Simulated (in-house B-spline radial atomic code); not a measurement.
## Two electrons outside the [Kr] 4d10 core: Dy XIX (Dy18+)

Computed with a B-spline radial code for spherical atoms: configuration interaction (CI) of the two valence electrons in the field of the frozen Dirac-Fock core, alone and with many-body perturbation theory for the core (screened one- and two-electron correlation potentials), Breit and QED terms; no-pair Dirac Hamiltonian, finite nucleus. Labels give the configuration (outer n counted up each series) and the leading LS term, or the jj pair where no LS term holds 70 %.

Command:
```bash
python run_mb.py task.json out
```
Settings (nuclear radius in fm, box in bohr, cutoff in hartree):
```
basis_form          3
Z                   66
core_configuration  [Kr] 4d10
rms_radius          5.2218
mass_number         164
speed_of_light      137.036
box_radius          4.5
lmax                6
intervals           58
virtual_cutoff      8712.0
```

Cost of the run: 2.2 min on 1 thread of Arm Neoverse V1, on a shared host.

Excitation energies (eV):

| level | purity of the LS term | CI alone | CI + MBPT + Breit + QED |
| --- | --- | --- | --- |
| 4f2 3H4 | 0.93 | 0 | 0 |
| 4f2 3H5 | 1.0 | 1.1832 | 1.1824 |
| 4f2 3F2 | 0.938 | 1.5939 | 1.5049 |
| 4f2 3H6 | 0.986 | 2.3184 | 2.3034 |
| 4f2 3F3 | 1.0 | 2.4124 | 2.3406 |
| 4f2 (5/2,7/2)4 | 0.492 (3F) | 2.3725 | 2.3769 |
| 4f2 (7/2,7/2)4 | 0.504 (3F) | 3.8453 | 3.8614 |
| 4f2 1D2 | 0.752 | 5.6084 | 5.2972 |
| 4f2 3P0 | 0.971 | ? | ? |
| 4f2 1I6 | 0.986 | 6.9381 | 6.5455 |
| 4f2 3P1 | 1.0 | 6.9956 | 6.6139 |
| 4f2 3P2 | 0.807 | 7.7533 | 7.3773 |
| 4f2 1S0 | 0.971 | 14.432 | 14.32 |
| 4f5s 3F°2 | 1.0 | 30.54 | 33.983 |
| 4f5s 3F°3 | 0.817 | 30.805 | 34.261 |
| 4f5s 3F°4 | 1.0 | ? | ? |
| 4f5s 1F°3 | 0.816 | 32.629 | 36.112 |
| 4f5p (5/2,1/2)3 | 0.675 (3G) | 61.145 | 64.697 |
| 4f5p (5/2,1/2)2 | 0.572 (3F) | 61.736 | 65.306 |
| 4f5p (7/2,1/2)3 | 0.435 (3D) | 62.853 | 66.367 |

(1) Where does 4f5s 3F°4 lie?

(2) Where does 4f2 3P0 lie?

(3) What is the first ionisation energy?

Some electric-dipole lines (reduced elements in atomic units, length form; vacuum wavelengths from the computed energies):

```csv
upper,lower,D bare (size),D with core polarisation (size),λ (nm),A (s⁻¹)
4f5s 3F°2,4f2 3F2,0.00366,0.00383,38.175,1.1e+05
4f5s 3F°3,4f2 3H4,0.000694,0.000824,36.188,4.1e+03
4f5s 3F°3,4f2 3F2,0.00216,0.00216,37.851,2.5e+04
4f5s 1F°3,4f2 3H4,0.00213,0.00226,34.334,3.7e+04
4f5s 1F°3,4f2 3F2,7.55e-05,0.000161,35.827,1.6e+02
```

Weak lines are less accurate than strong ones.

Answers

(1) 31.994 eV in CI alone and 35.428 eV with all corrections.

(2) 6.5663 eV in CI alone and 6.1775 eV with all corrections.

(3) 432.32 eV to the 4f5/2 state of the next ion (426.1 eV from CI alone). NIST lists 431 ± 21 eV (tabulated theory).
